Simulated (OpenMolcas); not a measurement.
# Sm3+ in SrO: curves along the breathing mode

Sm3+ with its 6 nearest oxide ions, on the Sr site of SrO (a = 5.1602 Å, distance in the model lattice 2.580 Å). The rest of the host is ab initio model potentials to 7.6 Å, with orthogonalisation functions on the cations behind the ligands, and point charges beyond; the distance is set by hand and nothing relaxes, and no local charge compensation is placed. Ligand basis ANO-RCC-VDZP.

| Quantity | Value |
| --- | --- |
| Program | OpenMolcas 26.06 |
| Method | CASSCF |
| Basis | ANO-RCC-VDZP [7s6p4d2f1g] |
| Scalar Hamiltonian | DKH2, point nucleus |
| Active space | 5 electrons in 7 orbitals (4f) |
| State averaging | 2S+1 = 6 odd, 21 roots; 2S+1 = 4 odd, 128 roots kept (CI in the orbitals of an earlier block, 108 in the spin-orbit step); 2S+1 = 2 odd, 130 roots kept (CI in the orbitals of an earlier block, 41 in the spin-orbit step) |
| Spin-orbit coupling | RASSI with atomic mean-field integrals over the reference wave functions |

Spin-free energies (labels of O, the rotations of Oh) in cm-1 above the lowest fitted minimum, as all ligands move together:

```json
{"R (Å)": "2.263", "6T1": "1270", "6E": "1610", "6T2": "1940", "6T1(2)": "2510", "6A2": "8410", "6T2(2)": "8440", "6T1(3)": "8740"}
{"R (Å)": "2.316", "6T1": "-30", "6E": "260", "6T2": "570", "6T1(2)": "1070", "6A2": "7050", "6T2(2)": "7080", "6T1(3)": "7350"}
{"R (Å)": "2.369", "6T1": "1430", "6E": "1680", "6T2": "1960", "6T1(2)": "2420", "6A2": "8470", "6T2(2)": "8490", "6T1(3)": "8730"}
{"R (Å)": "2.423", "6T1": "5410", "6E": "5640", "6T2": "5900", "6T1(2)": "6320", "6A2": "12420", "6T2(2)": "12440", "6T1(3)": "12650"}
{"R (Å)": "2.476", "6T1": "11520", "6E": "11730", "6T2": "11970", "6T1(2)": "12360", "6A2": "18510", "6T2(2)": "18520", "6T1(3)": "18720"}
{"R (Å)": "2.529", "6T1": "19630", "6E": "19820", "6T2": "20040", "6T1(2)": "20410", "6A2": "26590", "6T2(2)": "26600", "6T1(3)": "26780"}
{"R (Å)": "2.583", "6T1": "29810", "6E": "29990", "6T2": "30190", "6T1(2)": "30540", "6A2": "36750", "6T2(2)": "36760", "6T1(3)": "36930"}
```

Cubic fits give the following; the wavenumber is harmonic, with the mass of all moving ligands, small differences in it between states hang on the degree of the fit, a number in brackets counts states of one label, and the table is a selection of at most 14 states with clean curves.

```csv
State,R0 (Å),Breathing mode (cm-1),Minimum (cm-1)
6T1,2.314,579,0
6E,2.314,579,290
6T2,2.315,580,600
6T1(2),2.316,580,1110
6A2,2.315,579,7090
6T2(2),2.315,579,7120
6T1(3),2.315,580,7380
4A1,2.313,579,22050
4T1,2.313,579,22060
4T2,2.313,579,22100
4A2,2.313,579,22250
4A2(2),2.313,579,22380
4T2(2),2.313,579,22390
4T1(2),2.313,578,22430
```

For an f ion spin-orbit coupling outweighs the ligand field, so these spin-free curves are not those of observable levels.

High states are left out of the spin-orbit mixing, which shifts the levels that they would mix with. Without dynamic correlation the ligand-field splitting of an f shell can come out too small, at times by half. No measured value stands beside these numbers.
